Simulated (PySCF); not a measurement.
Level of theory: TPSSh-D3(BJ)/def2-TZVP // TPSS-D3(BJ)/def2-SVP (PySCF 2.14.0). Isolated molecules, 0 K electronic values unless said otherwise. One relaxed conformer stands for a flexible species; it need not be the lowest. 

Reference species: [Y(F)3] (neutral, multiplicity 1).

- HOMO: -9.41 eV
- mean distance from the central atom to its bonded neighbours: 2.004 Å

Changed species: [Y(OH)3] (3 of 3 F replaced by OH; the reference has 0 of 3 F replaced by OH).

Q: Predict the effect on the HOMO and mean distance from the central atom to its bonded neighbours.

A: the HOMO rises by 2.48 eV, to -6.93 eV; the mean distance from the central atom to its bonded neighbours goes up by 0.032 Å, to 2.036 Å.
